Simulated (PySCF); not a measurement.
C$_{3}$H$_{6}$Si (SMILES C#C[SiH2]C), singlet, at a GFN2-xTB geometry; WB97X/6-31G, TDDFT run with PySCF.

Here is a job for PySCF.
```python
from pyscf import gto, scf, dft, tdscf

mol = gto.M(
    atom='''
Si   -0.38899740   -0.58284897   -0.43516868
C    -1.78964912    0.15893730    0.60926038
C     1.17688432    0.31298191   -0.01682829
C     2.19112697    0.89712498    0.25772308
H    -0.65743343   -0.39586877   -1.86718525
H    -0.20448568   -2.00494994   -0.11693105
H    -1.58876616    0.05279494    1.67188466
H    -1.91687952    1.21840627    0.40400822
H    -2.73598435   -0.33319451    0.40172503
H     3.07933976    1.40843250    0.49792895
''',
    basis='6-31g',
    verbose=4,
)

mf = dft.RKS(mol)
mf.xc = 'wb97x'
mf.kernel()
td = mf.TDDFT()
td.nstates = 5
td.kernel()
td.analyze()
```

Output, abridged:

```
PySCF version 2.14.0

[INPUT] verbose = 4
[INPUT] num. atoms = 10
[INPUT] num. electrons = 38
[INPUT] charge = 0
[INPUT] spin (= nelec alpha-beta = 2S) = 0
[INPUT] symmetry False subgroup None
[INPUT] Mole.unit = angstrom
[INPUT] Symbol           X                Y                Z      unit          X                Y                Z       unit  Magmom
[INPUT]  1 Si    -0.388997400000  -0.582848970000  -0.435168680000 AA   -0.735098549168  -1.101424925285  -0.822349623188 Bohr   0.0
[INPUT]  2 C     -1.789649120000   0.158937300000   0.609260380000 AA   -3.381946695869   0.300347967978   1.151335256748 Bohr   0.0
[INPUT]  3 C      1.176884320000   0.312981910000  -0.016828290000 AA    2.223989045095   0.591450091843  -0.031800859245 Bohr   0.0
[INPUT]  4 C      2.191126970000   0.897124980000   0.257723080000 AA    4.140629877448   1.695320511706   0.487026037179 Bohr   0.0
[INPUT]  5 H     -0.657433430000  -0.395868770000  -1.867185250000 AA   -1.242369127833  -0.748083556568  -3.528468746328 Bohr   0.0
[INPUT]  6 H     -0.204485680000  -2.004949940000  -0.116931050000 AA   -0.386421931595  -3.788806280063  -0.220967659958 Bohr   0.0
[INPUT]  7 H     -1.588766160000   0.052794940000   1.671884660000 AA   -3.002332918377   0.099767977363   3.159404119262 Bohr   0.0
[INPUT]  8 H     -1.916879520000   1.218406270000   0.404008220000 AA   -3.622377306588   2.302454158753   0.763464887873 Bohr   0.0
[INPUT]  9 H     -2.735984350000  -0.333194510000   0.401725030000 AA   -5.170261102596  -0.629646370109   0.759150284083 Bohr   0.0
[INPUT] 10 H      3.079339760000   1.408432500000   0.497928950000 AA    5.819108790884   2.661551689936   0.940949344992 Bohr   0.0

nuclear repulsion = 137.21878608421
number of shells = 34
number of NR pGTOs = 136
number of NR cGTOs = 52
basis = 6-31g
ecp = {}

******** <class 'pyscf.dft.rks.RKS'> ********
method = RKS
initial guess = minao
damping factor = 0
level_shift factor = 0
DIIS = <class 'pyscf.scf.diis.CDIIS'>
diis_start_cycle = 1
diis_space = 8
diis_damp = 0
SCF conv_tol = 1e-09
SCF conv_tol_grad = None
SCF max_cycles = 50
direct_scf = True
direct_scf_tol = 1e-13
XC library pyscf.dft.libxc version 7.1.2
    S. Lehtola, C. Steigemann, M. J. T. Oliveira, and M. A. L. Marques,  SoftwareX 7, 1–5 (2018)
XC functionals = wb97x
    J.-D. Chai and M. Head-Gordon,  J. Chem. Phys. 128, 084106 (2008)
radial grids:
    Treutler-Ahlrichs [JCP 102, 346 (1995); DOI:10.1063/1.469408] (M4) radial grids

becke partition: Becke, JCP 88, 2547 (1988); DOI:10.1063/1.454033
pruning grids: <function nwchem_prune>
grids dens level: 3
symmetrized grids: False
atomic radii adjust function: <function treutler_atomic_radii_adjust>
small_rho_cutoff = 0
Set gradient conv threshold to 3.16228e-05
Initial guess from minao.
tot grids = 120384
init E= -407.490400519497
  HOMO = -0.323444898884864  LUMO = 0.00458758577041984  gap/eV = 8.92622
cycle= 1 E= -407.215132568597  delta_E= 0.275  |g|= 0.257  |ddm|= 2.74
  HOMO = -0.350466373200214  LUMO = 0.108416993604092  gap/eV = 12.48685
cycle= 2 E= -407.234172908874  delta_E= -0.019  |g|= 0.129  |ddm|= 0.633
  HOMO = -0.380132797537118  LUMO = 0.0989393273385819  gap/eV = 13.03622
cycle= 3 E= -407.238515997707  delta_E= -0.00434  |g|= 0.0415  |ddm|= 0.156
  HOMO = -0.379038354365181  LUMO = 0.102170857826632  gap/eV = 13.09437
cycle= 4 E= -407.238869229038  delta_E= -0.000353  |g|= 0.0233  |ddm|= 0.0594
  HOMO = -0.377214906337613  LUMO = 0.103230564238044  gap/eV = 13.07359
cycle= 5 E= -407.239005180537  delta_E= -0.000136  |g|= 0.00325  |ddm|= 0.0268
  HOMO = -0.377057962926854  LUMO = 0.103179843186426  gap/eV = 13.06794
cycle= 6 E= -407.239008243616  delta_E= -3.06e-06  |g|= 0.000763  |ddm|= 0.0046
  HOMO = -0.377223374840366  LUMO = 0.103120919345972  gap/eV = 13.07083
cycle= 7 E= -407.239008469576  delta_E= -2.26e-07  |g|= 0.00013  |ddm|= 0.00175
  HOMO = -0.377180588104032  LUMO = 0.103154762064845  gap/eV = 13.07059
cycle= 8 E= -407.239008478467  delta_E= -8.89e-09  |g|= 3.67e-05  |ddm|= 0.000317
  HOMO = -0.377183071260458  LUMO = 0.103154112174176  gap/eV = 13.07064
cycle= 9 E= -407.239008479838  delta_E= -1.37e-09  |g|= 9.73e-06  |ddm|= 0.000127
  HOMO = -0.377183197646257  LUMO = 0.103154340365045  gap/eV = 13.07065
cycle= 10 E= -407.239008480013  delta_E= -1.75e-10  |g|= 2.11e-06  |ddm|= 3.73e-05
  HOMO = -0.377183414236119  LUMO = 0.103154072323881  gap/eV = 13.07065
Extra cycle  E= -407.239008480018  delta_E= -5.34e-12  |g|= 1.05e-06  |ddm|= 5.51e-06
converged SCF energy = -407.239008480018

******** <class 'pyscf.tdscf.rks.TDDFT'> for <class 'pyscf.dft.rks.RKS'> ********
nstates = 5 singlet
deg_eia_thresh = 1.000e-03
wfnsym = None
conv_tol = 1e-05
eigh lindep = 1e-12
eigh level_shift = 0
eigh max_cycle = 100

Excitation energies (eV)
[6.54978722 6.92337113 6.93188853 9.22358106 9.32289474]

** Singlet excitation energies and oscillator strengths **
Excited State   1:      6.54979 eV    189.30 nm  f=0.0001
      17 -> 21        0.10430
      18 -> 20       -0.49892
      18 -> 22        0.10661
      18 -> 23        0.19055
      19 -> 21        0.40585
Excited State   2:      6.92337 eV    179.08 nm  f=0.0063
      17 -> 20        0.10357
      18 -> 21       -0.46459
      19 -> 20        0.46029
      19 -> 23       -0.15919
Excited State   3:      6.93189 eV    178.86 nm  f=0.0011
      17 -> 21       -0.13264
      18 -> 20       -0.39182
      18 -> 23        0.13348
      19 -> 21       -0.53079
Excited State   4:      9.22358 eV    134.42 nm  f=0.2525
      17 -> 20       -0.17882
      18 -> 21        0.20612
      19 -> 20        0.37416
      19 -> 22        0.48911
Excited State   5:      9.32289 eV    132.99 nm  f=0.0028
      16 -> 20       -0.23926
      16 -> 22       -0.10853
      18 -> 20        0.18014
      18 -> 22        0.59891
      18 -> 25       -0.11125

** Transition electric dipole moments (AU) **
state          X           Y           Z        Dip. S.      Osc.
  1        -0.0044      0.0156     -0.0169      0.0005      0.0001
  2         0.1703     -0.0408     -0.0817      0.0373      0.0063
  3        -0.0154      0.0538     -0.0584      0.0065      0.0011
  4         1.0195      0.2792     -0.0071      1.1174      0.2525
  5         0.0205     -0.0730      0.0794      0.0121      0.0028

** Transition velocity dipole moments (imaginary part, AU) **
state          X           Y           Z        Dip. S.      Osc.
  1        -0.0022      0.0077     -0.0084      0.0001      0.0004
  2         0.0408     -0.0109     -0.0207      0.0022      0.0058
  3        -0.0046      0.0160     -0.0174      0.0006      0.0015
  4         0.2924      0.0882      0.0054      0.0933      0.1835
  5         0.0133     -0.0472      0.0514      0.0050      0.0098

** Transition magnetic dipole moments (imaginary part, AU) **
state          X           Y           Z
  1        -0.1819     -0.1127     -0.0565
  2        -0.0184      0.0651     -0.0709
  3        -0.0302     -0.0018      0.0064
  4        -0.2304      0.8184     -0.8901
  5        -0.1198      0.7810      0.7490
```
